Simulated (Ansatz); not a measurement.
B(SMe2)H3 (C2H9BS). Total charge 0; singlet. Geometry r2SCAN-D4/def2-SVP.

```xyz
13

B     0.6464    1.0598    1.2266
S     0.6900   -0.4835    0.0387
C     0.3181    0.2249   -1.5822
C    -0.8749   -1.3205    0.3818
H    -0.5689    0.8706   -1.5029
H     0.1677   -0.5758   -2.3202
H     1.1878    0.8336   -1.8642
H    -1.6949   -0.5880    0.3488
H    -1.0346   -2.1355   -0.3384
H    -0.7937   -1.7308    1.3974
H     1.6311    1.6920    0.8806
H     0.7527    0.5511    2.3307
H    -0.4267    1.6022    1.0033
```

Problem. Estimate the orbital energies around the gap (eV) in Ansatz with r2SCAN-D4/def2-TZVP, B97M-V/def2-TZVP, PBE0-D4/def2-SVP, BHLYP-D4/def2-TZVP, ωB97M-V/def2-TZVP.

Solution. 
| orbital | r2SCAN-D4/def2-TZVP | B97M-V/def2-TZVP | PBE0-D4/def2-SVP | BHLYP-D4/def2-TZVP | ωB97M-V/def2-TZVP |
| --- | --- | --- | --- | --- | --- |
| HOMO−5 | -11.02 | -11.12 | -12.23 | -13.70 | -14.62 |
| HOMO−4 | -10.03 | -10.16 | -11.17 | -12.41 | -13.37 |
| HOMO−3 | -9.00 | -9.13 | -10.05 | -11.29 | -12.34 |
| HOMO−2 | -7.42 | -7.52 | -8.41 | -9.65 | -10.70 |
| HOMO−1 | -7.21 | -7.28 | -8.12 | -9.53 | -10.57 |
| HOMO | -6.83 | -6.95 | -7.76 | -9.03 | -10.09 |
| LUMO | -0.31 | -0.40 | 0.80 | 1.37 | 2.24 |
| LUMO+1 | 0.50 | 0.10 | 1.34 | 1.42 | 2.27 |
| LUMO+2 | 0.71 | 0.46 | 1.65 | 2.18 | 3.03 |
| LUMO+3 | 1.76 | 1.37 | 2.50 | 2.74 | 3.46 |
| LUMO+4 | 1.99 | 1.46 | 2.80 | 2.84 | 3.60 |
| LUMO+5 | 2.27 | 1.74 | 3.09 | 3.10 | 3.85 |
